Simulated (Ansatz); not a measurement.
Relaxation of AlClH5N2 (9 atoms, charge 0, multiplicity 2), to a largest force component of 0.03 eV/Å in at most 50 steps.

These are results of Ansatz 0.2.0, UKS B3LYP-D4/def2-SVP, not measurements.

```xyz
9
Properties=species:S:1:pos:R:3
Al 0.042 -0.397 -0.295
H -0.057 -0.664 2.452
N 1.577 0.012 -1.120
H 2.493 -0.300 -0.811
H 1.678 0.675 -1.885
N -1.533 0.086 -0.974
H -2.427 -0.067 -0.515
H -1.681 0.497 -1.894
Cl -0.092 0.158 3.511
```

Task: Where does it end, and by what steps?

Result: The forces met the threshold. The force dipped under the threshold on the way, but the program's further checks kept it going. After 26 steps the energy has fallen by 0.055 eV; Cl9 moved furthest, 1.19 Å.

| step | energy less start (eV) | largest force component (eV/Å) | accepted |
| --- | --- | --- | --- |
| 0 | 0.0000 | 0.708 | yes |
| 1 | -0.0302 | 0.302 | yes |
| 2 | -0.0392 | 0.132 | yes |
| 3 | -0.0390 | 0.137 | no |
| 4 | -0.0413 | 0.070 | yes |
| 5 | -0.0418 | 0.062 | yes |
| 6 | -0.0424 | 0.048 | yes |
| 7 | -0.0427 | 0.186 | yes |
| 8 | -0.0414 | 0.392 | no |
| 9 | -0.0444 | 0.033 | yes |
| 10 | -0.0447 | 0.029 | yes |
| 11 | -0.0439 | 0.247 | no |
| 12 | -0.0451 | 0.081 | yes |
| 13 | -0.0460 | 0.106 | yes |
| 14 | -0.0470 | 0.135 | yes |
| 15 | -0.0479 | 0.075 | yes |
| 16 | -0.0488 | 0.124 | yes |
| 17 | -0.0496 | 0.120 | yes |
| 18 | -0.0500 | 0.199 | yes |
| 19 | -0.0357 | 0.514 | no |
| 20 | -0.0535 | 0.042 | yes |
| 21 | -0.0539 | 0.106 | yes |
| 22 | -0.0531 | 0.128 | no |
| 23 | -0.0549 | 0.017 | yes |
| 24 | -0.0552 | 0.035 | yes |
| 25 | -0.0553 | 0.039 | yes |
| 26 | -0.0554 | 0.026 | yes |

```xyz
9
Properties=species:S:1:pos:R:3
Al 0.371 -0.133 -0.144
H -0.144 -0.334 2.214
N 1.711 0.033 -1.305
H 2.685 -0.160 -1.090
H 1.631 0.398 -2.252
N -1.331 0.105 -0.599
H -2.078 0.094 0.090
H -1.712 0.225 -1.534
Cl -1.133 -0.228 3.090
```

Whether the end is a true minimum wasn't checked by a vibrational analysis.

Run time: 82 s on 2 threads of Intel(R) Xeon(R) Platinum 8488C (Sapphire Rapids), on a shared host, peak memory 0.26 GiB.
